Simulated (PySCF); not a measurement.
**Excitation energy of Fe by level of theory**

Fe [Ar] 3d6 4s2 (5D) → Fe [Ar] 3d6 4s1 5s1 (7D), as a difference of total energies. All numbers are calculated (PySCF 2.14, no relativity, point nucleus, in dyall-av2z). Correlated levels: valence: [Ar] frozen; virtual orbitals above 40 to 60 times the deepest correlated orbital energy dropped. The calculations carry no spin-orbit coupling.

```tsv
method	excitation energy (cm⁻¹)
UHF	31941
MP2 (valence)	39414
SCS-MP2 (valence)	41140
CCSD (valence)	40762
CCSD(T) (valence)	41401
```

The promoted electron is Rydberg-like, and one or two diffuse shells describe it only roughly, which tends to raise the upper state.
